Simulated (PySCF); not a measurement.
C6H12O3Si: full NMR table

```yaml
Formula: C6H12O3Si
SMILES: C[C@H](O[SiH3])C(=O)OC1CC1
InChI: InChI=1S/C6H12O3Si/c1-4(9-10)6(7)8-5-2-3-5/h4-5H,2-3H2,1,10H3/t4-/m0/s1
Point_group_of_the_computed_structure: C1
Degrees_of_unsaturation: 2
Carbon_signals: 6
Proton_signals: 8
```

Structure with atom numbers: `[CH3:1][C@H:2]([O:3][SiH3:4])[C:5](=[O:6])[O:7][CH:8]1[CH2:9][CH2:10]1`. Hydrogens are named by the atom that carries them. Ha(C9), Ha(C10) are cis to O7 on the ring; Hb(C9), Hb(C10) are trans to O7 on the ring.

[PySCF: GIAO PBE0/pcSseg-1 shieldings; geometry: GFN2-xTB; averaged over atoms made equivalent by symmetry, fast rotation or ring inversion; single conformer; no relativistic terms; isolated molecule]

Chemical shifts δ = σref − σ; 1H (σref 31.72) and 13C (σref 186.93) and 29Si (σref 349.16) vs TMS; 17O (σref 336.08) against H2O, all at this level.

| carbon | δC, type | δH (multiplicity) | HMBC from (2–3 bonds) | span of the C tensor (ppm) |
| --- | --- | --- | --- | --- |
| C1 | 23.5, CH3 | 1.36 (d) | H(C2) | 46 |
| C2 | 70.8, CH | 4.46 (q) | H(Si4), H(C1) | 58 |
| C5 | 185.3, C | – | H(C8), H(C2), H(C1) | 162 |
| C8 | 51.1, CH | 5.29 (m) | Ha(C9), Ha(C10), Hb(C9), Hb(C10) | 130 |
| C9 | 7.0, CH2 | Ha(C9) 0.96 (m); Hb(C9) 0.75 (m) | H(C8), Ha(C10), Hb(C10) | 61 |
| C10 | 7.8, CH2 | Ha(C10) 0.82 (m); Hb(C10) 0.73 (m) | H(C8), Ha(C9), Hb(C9) | 63 |

Other nuclei:
```csv
atoms,nucleus,environment,δ (ppm),σ (ppm)
H(Si4),1H,hydrogen on a silicon bonded to O,5.03,26.69
Si4,29Si,"silicon bonded to O, 3 H",-47.1,396.2
O6,17O,ester carbonyl oxygen,400.6,-64.5
O7,17O,ester alkoxy oxygen,210.2,125.8
O3,17O,"oxygen bonded to C, Si",23.2,312.9
```

1. Carbon types of the structure: 1 × C, 2 × CH, 2 × CH2, 1 × CH3, leaving 3 H on heteroatoms.
2. δC 185.3: ester carbonyl carbon; it is a carbonyl in resonance with an O or N lone pair, the region of acids, esters and amides.
3. δC 70.8: sp3 CH bonded to O, α to a carbonyl; the inductive effect lowers its shielding.
4. δC 23.5: methyl carbon; saturated and bonded to C and H only.
5. δH 5.29, 0.96, 0.82, 0.75, 0.73: hydrogen on a three-membered-ring carbon.
6. δH 4.46: hydrogen on an sp3 CH bonded to O, α to a carbonyl; its carbon carries O, an electronegative neighbour.

Shifts are as computed. Against solution values, carbons near 30 ppm lie about +3 ppm off and those near 130 ppm about +5 ppm. Of 1211 compounds with measured shifts, 218 miss one by over three times the rms of a fit or turn the order of signals round; such compounds aren't used in these exercises. Unscaled 17O shifts of doubly bonded oxygen tend to come out too high, by tens of ppm or more. Experimental scales use liquid or dissolved standards, which lie at an offset from isolated H2O (liquid H2O: subtract about 36 ppm). No couplings were computed; multiplicities are counted from neighbouring protons, with m where these are inequivalent, close in shift, in a saturated or five-membered ring or joined by F or P, and br s for small geminal =CH2 splittings.
